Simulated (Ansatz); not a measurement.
`C[N](C)[Sn][NH2]` + HCl → `[NH2][Sn][Cl]` + dimethylamine at 700 K and 1 bar (ligand exchange at the Sn–N bond).

Program: Ansatz. Geometries: PBE0-D4/def2-TZVP. ΔE: electronic, gas phase. CBS: MP2 limit from def2 TZ/QZ plus the TZ coupled-cluster correction, frozen cores. This one scheme is used for every species. def2 core potentials past Kr. For Sn outer-core shells are correlated without core-valence functions, which leaves a few kJ/mol of doubt a bond. Each species was taken in one conformer, which may not be the lowest.

```csv
species,CCSD(T)/CBS energy (Eh),H − E (kJ/mol),S (J/(mol·K))
`C[N](C)[Sn][NH2]`,-404.37159,366.9,510.2
HCl,-460.38127,38.4,211.8
`[NH2][Sn][Cl]`,-729.78832,114.2,374.9
`CNC`,-135.00321,296.9,352.4
```

H − E and S are ideal-gas, rigid-rotor, harmonic terms from PBE0-D4/def2-TZVP, for one conformer and one mirror image of each species. 1 Eh = 2625.50 kJ/mol, R = 8.31446 J/(mol·K).

Question: By hand: ΔE, ΔH, ΔS and ΔG.

Answer: ΔE = (-729.78832) + (-135.00321) − (-404.37159) − (-460.38127) = -0.03867 Eh = -101.5 kJ/mol. Δ(H − E) = 114.2 + 296.9 − 366.9 − 38.4 = 5.8, so ΔH = -95.7 kJ/mol. ΔS = 374.9 + 352.4 − 510.2 − 211.8 = 5.3 J/(mol·K). ΔG = -95.7 − 700 × (5.3)/1000 = -99.4 kJ/mol.

Question: By hand: the equilibrium constant, and the temperature at which ΔG would vanish if ΔH and ΔS stayed fixed.

Answer: log₁₀ K = −ΔG/(RT ln 10) = 7.4. ΔH and −TΔS have one sign here, so there is no such temperature. One of them is within its doubt of zero, so this could turn.

The number of gas molecules stays the same, so ΔS is small and ΔH decides. A doubt of 5 kJ/mol in ΔE shifts log₁₀ K by 0.4 here. Other conformers and mirror images would add mixing entropy, several J/(mol·K) or more a flexible species. These are equilibria of isolated gas molecules and say nothing of rates. Largest T1 diagnostic: 0.016 (customary marks: 0.02 for closed shells, 0.045 for open ones).
